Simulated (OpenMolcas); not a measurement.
# Pt3+: moving or changing the point charges

Pt3+ among 8 point charges of -1 e arranged as a cube (Oh), 1.95 Å from the ion.

```yaml
Program: OpenMolcas
Method: CASSCF
Basis: ANO-RCC-VDZP [7s6p4d2f]
Scalar_Hamiltonian: DKH2, point nucleus
Active_space: 7 electrons in 5 orbitals (5d)
State_averaging: 2S+1 = 4 even, 10 roots; 2S+1 = 2 even, 40 roots
Spin-orbit_coupling: state interaction with AMFI integrals over the reference wave functions
```

Runs around this geometry, states (labels of O, the rotations of Oh). Energies in cm-1 above the lowest state or level, χT in cm3 K/mol; 10Dq and B are least-squares fits to the states below 45000 cm-1, weighted by degeneracy, with a free offset, and given where the rms deviation is under 5 % of |10Dq| (or 100 cm-1) and under 700 cm-1; 10Dq is negative for this site.

```json
{"R (Å)": "1.95", "q (e)": "-0.65", "Ground state": "4A2", "First state of that spin": "4T2 3863", "10Dq": "-3715", "B (rms of fit)": "887 (62)", "First gap with spin-orbit (degeneracies)": "2075 (4, 4)", "χT at 300 K": "4.184", "First state of another spin": "2E 16396"}
{"R (Å)": "1.83", "q (e)": "-1", "Ground state": "4A2", "First state of that spin": "4T2 7961", "10Dq": "-7707", "B (rms of fit)": "882 (120)", "First gap with spin-orbit (degeneracies)": "4675 (4, 4)", "χT at 300 K": "3.789", "First state of another spin": "2E 16976"}
{"R (Å)": "1.95", "q (e)": "-1", "Ground state": "4A2", "First state of that spin": "4T2 6013", "10Dq": "-5799", "B (rms of fit)": "885 (95)", "First gap with spin-orbit (degeneracies)": "3403 (4, 4)", "χT at 300 K": "3.979", "First state of another spin": "2E 16772"}
{"R (Å)": "2.11", "q (e)": "-1", "Ground state": "4A2", "First state of that spin": "4T2 4215", "10Dq": "-4044", "B (rms of fit)": "887 (73)", "First gap with spin-orbit (degeneracies)": "2285 (4, 4)", "χT at 300 K": "4.149", "First state of another spin": "2E 16499"}
```

Taking |10Dq| as R^-n, n = -ln(4044 / 7707) / ln(2.11 / 1.83) = 4.5 between the shortest and longest distance. The point-charge formula for a cubic d site gives n = 5.

Scaling the charges by -0.65 / -1 = 0.65 scales |10Dq| by 3715 / 5799 = 0.64; with fixed orbitals a first-order splitting would follow the charge.

Without dynamic correlation the repulsion within the d shell is too large (B by tens of per cent), so at a given field states of lower spin stand too high. Spin-orbit coupling mixes the spin-free states strongly: the lowest level takes only 48 % from its leading state, 4A2 (figures for R = 1.95, q = -0.65; the like holds for R = 1.83, q = -1, R = 1.95, q = -1, R = 2.11, q = -1). This is an electrostatic model: the charges have no orbitals. A group larger than the point group allows holds several states that coincide in this model. No measured value stands beside these numbers.
